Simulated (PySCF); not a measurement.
**Spinor energies of Se⁺ (selenium, charge +1)**

Start: [Ar] 3d10 4s2 4p3; 4p1/2 filled at m_j = -1/2, +1/2; 4p3/2 filled at m_j = +3/2. Calculated with PySCF 2.14 in x2c-TZVPall-2c: generalised Hartree-Fock with the X2C-1e Hamiltonian and a Gaussian nucleus; one run each with spin-orbit coupling (SO) switched off, then screened by Boettger's factors.

| spinor shell | electrons | ε, spin-free (eV) | ε, screened SO (eV) | weight of nominal j (screened SO) | rms radius, screened SO (bohr) |
| --- | --- | --- | --- | --- | --- |
| 1s1/2 | 2 | -12747.9 | -12747.6 | 1.000 | 0.0508 |
| 2s1/2 | 2 | -1706.8 | -1706.7 | 1.000 | 0.212 |
| 2p1/2 | 2 | -1497.3 | -1526.0 | 1.000 | 0.187 |
| 2p3/2 | 4 | -1497.3 | -1483.6 | 1.000 | 0.190 |
| 3s1/2 | 2 | -261.08 | -261.05 | 1.000 | 0.612 |
| 3p1/2 | 2 | -193.20 | -197.49 | 0.996 | 0.629 |
| 3p3/2 | 4 | -193.20 | -191.12 | 0.998 | 0.639 |
| 3d3/2 | 4 | -80.909 | -81.497 | 0.963 | 0.695 |
| 3d5/2 | 6 | -80.909 | -80.486 | 0.976 | 0.696 |
| 4s1/2 | 2 | -32.429 | -32.422 | 1.000 | 1.91 |
| 4p1/2 | 2 | -21.439 | -21.529 | 0.551 | 2.26 |
| 4p3/2 | 1 | -21.439 | -21.260 | 1.000 | 2.28 |

```json
{"quantity": "E (hartree)", "spin-free": "-2427.69232", "screened SO": "-2427.80848"}
{"quantity": "M_J", "spin-free": "3/2", "screened SO": "3/2"}
{"quantity": "⟨J²⟩", "spin-free": "3.751", "screened SO": "3.751"}
{"quantity": "⟨L²⟩", "spin-free": "0.000", "screened SO": "0.015"}
{"quantity": "⟨S²⟩", "spin-free": "3.751", "screened SO": "3.735"}
```

Each row is a mean over spinors that exchange with the open shell spreads, by up to 8.392 eV (4s1/2).

Rows whose weight is well below 1 are mixtures of j = l ± 1/2: exchange outweighs spin-orbit coupling there, and the label is only the starting occupation.

Without spin-orbit coupling the j labels of p, d and f shells carry no meaning; the spin-free column gives the mean over the occupied spinors of each nl shell.
